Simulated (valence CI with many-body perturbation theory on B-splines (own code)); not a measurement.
# Energy levels of Re52+

Level of theory: valence CI with perturbative core correlation (CI+MBPT): five valence electrons over a frozen Dirac-Fock core [Ar], radial functions for each j: 7 s, 7 p, 8 d, 6 f, 4 g, 1 h, with the one-electron correlation potential Σ1 (screened to all orders), the two-electron term Σ2, the three-electron term Σ3, Breit, model QED; selected single and double excitations, second order for the rest, scaled by the run's own slope (own B-spline code, finite nucleus).

No measured spectrum was set against this ion. As an estimate, large intervals hold to a few tenths of a per cent, small ones and those within an open d or f shell to about a per cent. Among the levels kept, up to 570 cm⁻¹ of a level comes from second order outside the variational space, and about a tenth of that is noise between levels of different J, which matters for small intervals. Only levels of the ground parity were solved; by the run's estimate the other parity begins above the list, which can be wrong where configurations are misplaced.

Levels 1 to 32 of 32, with energies above the lowest level, (3d3/2^4 3d5/2) J=5/2. "Leading %" is the weight of the configuration and term that name the level; weights of strongly mixed levels are sums over their largest components and can fall short, so below about 35 % the name and the second component can differ from the true leading terms, or belong to a minority configuration. In the jj column 3d3/2^4 stands for four electrons in 3d with j = 3/2. Lifetimes count E1, E2, E3, M1 and M2 decay at the calculated energies, and are blank where another channel may lead or the interval is too uncertain; long ones can be off by a factor of two.

```tsv
No.	Configuration	Term	J	E (cm⁻¹)	Leading %	g	Second component	Lifetime	Leading jj
1	3d5	2D	5/2	0	26	1.275	25 % 3d5 4P		3d3/2^4 3d5/2 (97 %)
2	3d5	6S	5/2	507310	34	1.330	22 % 3d5 2F	234 ns	3d3/2^3 3d5/2^2 (95 %)
3	3d5	4G	7/2	602470	32	1.158	26 % 3d5 2F	504 ns	3d3/2^3 3d5/2^2 (100 %)
4	3d5	2H	11/2	612530	45	1.097	32 % 3d5 4G		3d3/2^3 3d5/2^2 (99 %)
5	3d5	4D	3/2	618230	38	1.147	28 % 3d5 4P	218 ns	3d3/2^3 3d5/2^2 (99 %)
6	3d5	2G	9/2	658900	32	1.129	26 % 3d5 4G	371 μs	3d3/2^3 3d5/2^2 (98 %)
7	3d5	2D	5/2	690120	35	1.128	26 % 3d5 4D	10.6 μs	3d3/2^3 3d5/2^2 (96 %)
8	3d5	4P	1/2	721170	41	1.783	32 % 3d5 2S	41.7 μs	3d3/2^3 3d5/2^2 (93 %)
9	3d5	2F	7/2	726610	39	1.070	34 % 3d5 2G	6.71 μs	3d3/2^3 3d5/2^2 (98 %)
10	3d5	2D	3/2	868280	63	0.798	18 % 3d5 4F	2.60 μs	3d3/2^3 3d5/2^2 (93 %)
11	3d5	6S	5/2	1101000	35	1.308	27 % 3d5 2D	113 ns	3d3/2^2 3d5/2^3 (94 %)
12	3d5	4D	7/2	1172600	52	1.207	42 % 3d5 4G	203 ns	3d3/2^2 3d5/2^3 (99 %)
13	3d5	4G	11/2	1175400	50	1.087	49 % 3d5 2I	301 ns	3d3/2^2 3d5/2^3 (99 %)
14	3d5	4G	9/2	1192200	63	1.139	35 % 3d5 2G	302 ns	3d3/2^2 3d5/2^3 (98 %)
15	3d5	2I	13/2	1216300	100	1.065		1.56 μs	3d3/2^2 3d5/2^3 (100 %)
16	3d5	4D	1/2	1233200	78	0.444	17 % 3d5 2S	162 ns	3d3/2^2 3d5/2^3 (98 %)
17	3d5	4P	3/2	1242900	53	1.161	35 % 3d5 4F	117 ns	3d3/2^2 3d5/2^3 (98 %)
18	3d5	2F	5/2	1251700	42	1.020	32 % 3d5 4D	212 ns	3d3/2^2 3d5/2^3 (98 %)
19	3d5	2H	9/2	1294700	53	1.096	47 % 3d5 4F	181 ns	3d3/2^2 3d5/2^3 (100 %)
20	3d5	2G	7/2	1314700	61	0.979	35 % 3d5 2F	592 ns	3d3/2^2 3d5/2^3 (100 %)
21	3d5	4F	5/2	1333200	65	1.046	26 % 3d5 2D	169 ns	3d3/2^2 3d5/2^3 (99 %)
22	3d5	2D	3/2	1336400	84	0.852	14 % 3d5 4D	441 ns	3d3/2^2 3d5/2^3 (92 %)
23	3d5	2G	7/2	1386600	48	1.028	33 % 3d5 2F	331 ns	3d3/2^2 3d5/2^3 (97 %)
24	3d5	4P	1/2	1387500	45	1.754	40 % 3d5 2P	224 ns	3d3/2^2 3d5/2^3 (88 %)
25	3d5	2G	9/2	1459000	80	1.102	10 % 3d5 4F	583 ns	3d3/2^2 3d5/2^3 (98 %)
26	3d5	2P	3/2	1586100	74	1.177	23 % 3d5 2D	566 ns	3d3/2^2 3d5/2^3 (98 %)
27	3d5	2D	5/2	1616600	79	1.177	10 % 3d5 4D	325 ns	3d3/2^2 3d5/2^3 (94 %)
28	3d5	4P	5/2	1775800	34	1.232	27 % 3d5 2F	74.6 ns	3d3/2 3d5/2^4 (96 %)
29	3d5	2F	7/2	1849700	28	1.177	27 % 3d5 4F	108 ns	3d3/2 3d5/2^4 (99 %)
30	3d5	2H	11/2	1861500	55	1.067	27 % 3d5 2I	139 ns	3d3/2 3d5/2^4 (100 %)
31	3d5	4D	3/2	1876100	31	0.987	29 % 3d5 2D	86.9 ns	3d3/2 3d5/2^4 (99 %)
32	3d5	2G	9/2	1921900	53	1.111	19 % 3d5 4F	153 ns	3d3/2 3d5/2^4 (98 %)
```

The ionisation energy to 3d4 3P_0 of the next ion comes out as 4877.6 eV (NIST: 4877 ± 4 eV (theoretical)). All 32 levels together are meant to be complete up to 1951100 cm⁻¹.
